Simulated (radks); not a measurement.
The numbers below are computed, except where a source is named.
Task: All-electron atom: Ru6+ in [Kr] 5s2 (not the ground configuration). Code: a radial shooting solver on a logarithmic mesh with Libxc functionals. Model: Dirac Kohn-Sham, PBE, spin-unpolarised, spherical densities, point nucleus. Some entries of the table are withheld. Estimate them.

orbital  occ.  eigenvalue (eV)  <1/r> (bohr^-1)  r(max) (bohr)
1s1/2       2        -22032.48            45.88        0.02171
2s1/2       2        -3260.262            10.50         0.1230
2p1/2       2              (1)              (2)        0.09549
2p3/2       4              (3)              (4)        0.09948
3s1/2       2        -660.9449            3.631         0.3615
3p1/2       2        -568.0722            3.533         0.3482
3p3/2       4        -545.7652            3.400         0.3577
3d3/2       4        -381.7332              (5)         0.2988
3d5/2       6        -377.3709              (6)         0.3016
4s1/2       2        -173.8024            1.420         0.8962
4p1/2       2        -144.4227            1.324         0.9358
4p3/2       4        -140.3974            1.288         0.9567
4d3/2       0         -93.7702            1.086          1.064
4d5/2       0         -93.1617            1.078          1.071
5s1/2       2         -67.8091           0.6520          1.974
5p1/2       0         -58.3790              (7)          2.135
5p3/2       0         -57.3730              (8)          2.172

Result: 
(1) 2p1/2 eigenvalue (eV): -3020.581
(2) 2p1/2 <1/r> (bohr^-1): 10.47
(3) 2p3/2 eigenvalue (eV): -2889.688
(4) 2p3/2 <1/r> (bohr^-1): 9.920
(5) 3d3/2 <1/r> (bohr^-1): 3.226
(6) 3d5/2 <1/r> (bohr^-1): 3.191
(7) 5p1/2 <1/r> (bohr^-1): 0.6004
(8) 5p3/2 <1/r> (bohr^-1): 0.5891
